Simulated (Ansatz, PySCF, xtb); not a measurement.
Process, species as SMILES: C/C=C/C + 4 [H][H] (H2) → 4 C (CH4)
Structures are relaxed separately at B3LYP-D3(BJ)/def2-TZVP in Ansatz (a first-principles code). Frequencies are from PySCF.

Wanted: energy of full hydrogenation (enthalpy at 298 K, with B3LYP-D3(BJ) rigid-rotor harmonic-oscillator terms), in kcal/mol. Cores are frozen in the correlated levels unless marked. No spin-orbit coupling. Non-relativistic. CBS(X,Y): correlation extrapolated as X^-3; Hartree-Fock from the larger set. [CCSD(T)-MP2]/basis is that difference in the basis named.

From measured enthalpies of formation at 298 K: -68.6 kcal/mol (C/C=C/C -2.7, ATcT 1.112; [H][H] (H2) 0.0, ATcT 1.112; C (CH4) -17.8, ATcT 1.112). It holds spin-orbit effects, which the calculations lack, and core correlation, which the frozen-core levels lack.

```json
[
 {"level": "GFN2-xTB", "program": "xtb", "energy of full hydrogenation (kcal/mol)": "-83.9", "error against measurement": "-15.3"},
 {"level": "PBE0/STO-3G", "program": "Ansatz", "energy of full hydrogenation (kcal/mol)": "-90.2", "error against measurement": "-21.6"},
 {"level": "PBE0/6-31G*", "program": "Ansatz", "energy of full hydrogenation (kcal/mol)": "-77.9", "error against measurement": "-9.3"},
 {"level": "B2PLYP/def2-TZVPD", "program": "Ansatz", "energy of full hydrogenation (kcal/mol)": "-70.0", "error against measurement": "-1.4"},
 {"level": "CCSD/6-31G*", "program": "Ansatz", "energy of full hydrogenation (kcal/mol)": "-65.2", "error against measurement": "3.4"},
 {"level": "RI-MP2/CBS(cc-pVTZ,cc-pVQZ)+[CCSD(T)-MP2]/cc-pVDZ", "program": "Ansatz", "energy of full hydrogenation (kcal/mol)": "-68.9", "error against measurement": "-0.3"},
 {"level": "RI-MP2/CBS(aug-cc-pVTZ,aug-cc-pVQZ)+[CCSD(T)-MP2]/aug-cc-pVTZ", "program": "Ansatz", "energy of full hydrogenation (kcal/mol)": "-68.7", "error against measurement": "-0.1"}
]
```
